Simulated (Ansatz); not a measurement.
Cost and result for the atomization energy of CH8FNOSi2, SMILES `C[SiH](F)N[SiH2]O` (14 atoms, 13 bonds).

```xyz
14

C    -2.3140    0.5943    0.7331
Si   -0.4637    0.6204    0.6750
F     0.0542    0.4415    2.1854
N     0.1567   -0.6225   -0.3290
Si    1.6072   -0.6025   -1.2650
O     2.9490   -0.3198   -0.3604
H    -2.6910    1.3549    1.4205
H    -2.6807   -0.3768    1.0770
H    -2.7337    0.7866   -0.2569
H     0.1054    1.8983    0.1883
H    -0.3272   -1.5091   -0.3090
H     1.6538   -1.9241   -1.9463
H     1.6121    0.5072   -2.2423
H     3.0719   -0.8485    0.4296
```

The species carries charge 0 and has multiplicity 1. The geometry is a stationary point of PBE0-D4/def2-TZVP. It is one conformer, not always the lowest. Program: Ansatz. All runs use 2 threads of an AMD EPYC 7R13 on a shared host and a share of an NVIDIA H100 80 GB. Times are those of one run each, without the atoms' runs, and a repeat can differ threefold. Electronic energies, without spin–orbit coupling; frozen cores. CCSD(T)/CBS adds CCSD(T) − MP2 in def2-TZVPP to the MP2 limit, and its time is that of the two runs behind it. T1 = 0.011. B3LYP takes the VWN-RPA correlation (the form of Gaussian; ORCA's B3LYP/G).

CCSD(T)/CBS is a level of theory with its own doubt, some kJ/mol a heavy atom from the limit and from the frozen cores, so smaller differences don't rank the functionals.

| level | functions | wall time |
| --- | --- | --- |
| B2PLYP/def2-TZVPP | 320 | 3.4 s |
| PBE0-D4/def2-TZVPP | 320 | 3.6 s |
| PBE-D4/def2-TZVPP (with forces) | 320 | 3.8 s |
| r2SCAN-D4/def2-TZVPP (with forces) | 320 | 4.1 s |
| ωB97X-V/def2-TZVPP | 320 | 4.4 s |
| B3LYP-D4/def2-TZVPP (with forces) | 320 | 4.5 s |
| MP2/def2-QZVPP | 608 | 5.5 s |
| ωB97M-V/def2-TZVPP (with forces) | 320 | 6 s |
| CCSD(T)/def2-TZVPP | 320 | 7 s |
| CCSD(T)/CBS(def2) | – | 13 s |

**Question.** What atomization energy does each give, and how far from CCSD(T)/CBS? (An estimate is asked.)

**Answer.** Ansatz gave: 
```
                             level  atomization (kcal/mol)  difference from CCSD(T)/CBS  per bond
                 B2PLYP/def2-TZVPP                  1240.8                        -18.4      -1.4
                PBE0-D4/def2-TZVPP                  1242.5                        -16.7      -1.3
   PBE-D4/def2-TZVPP (with forces)                  1260.5                          1.3       0.1
r2SCAN-D4/def2-TZVPP (with forces)                  1252.3                         -6.9      -0.5
                ωB97X-V/def2-TZVPP                  1259.8                          0.6       0.0
 B3LYP-D4/def2-TZVPP (with forces)                  1252.4                         -6.8      -0.5
                    MP2/def2-QZVPP                  1264.2                          5.0       0.4
  ωB97M-V/def2-TZVPP (with forces)                  1258.9                         -0.3       0.0
                CCSD(T)/def2-TZVPP                  1222.6                        -36.6      -2.8
                 CCSD(T)/CBS(def2)                  1259.2                          0.0       0.0
```

From PBE to PBE0 (25 % exact exchange), in def2-TZVPP and without D4, the atomization energy moves by −16.9 kcal/mol: exact exchange takes away binding that semilocal exchange gives to molecules. In def2-TZVPP, CCSD(T) changes the Hartree–Fock value by +299.7 kcal/mol (the triples alone add +15.5 kcal/mol) and MP2 by +319.2 kcal/mol; breaking electron pairs costs correlation energy, which Hartree–Fock lacks. The D4 term adds +11.9 kcal/mol with B3LYP and +6.3 kcal/mol with PBE0; it sums over pairs of atoms, weighted by their polarisabilities, and B3LYP, whose exchange is more repulsive, gets the larger term.
